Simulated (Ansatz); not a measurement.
C2H7BN2O, SMILES N(/B(N)O)=C\C.

Coordinates come from a PBE0-D3(BJ)/def2-SVP optimisation. The structure was generated by enumeration; whether it is a known compound was not checked. The values are those of a single conformer.

Two levels are set side by side: PBE/def2-SVPD (Ansatz, a first-principles code) and PBE0/def2-SVPD (Ansatz). Energy differences of separate SCF runs at the same geometry; the states with an electron removed or added have multiplicity 2 and 2. Differences are taken from unrounded values.

```tsv
quantity	PBE
vertical ionisation energy (eV)	8.77
vertical singlet–triplet gap (eV)	3.88
```

Q: These are the PBE values. What does PBE0 give? (An estimate is asked for; the answer gives what the named calculation found.)

A: 
```json
[
 {"quantity": "vertical ionisation energy (eV)", "PBE0": "9.05", "PBE minus PBE0": "-0.28"},
 {"quantity": "vertical singlet–triplet gap (eV)", "PBE0": "3.88", "PBE minus PBE0": "0.00"}
]
```
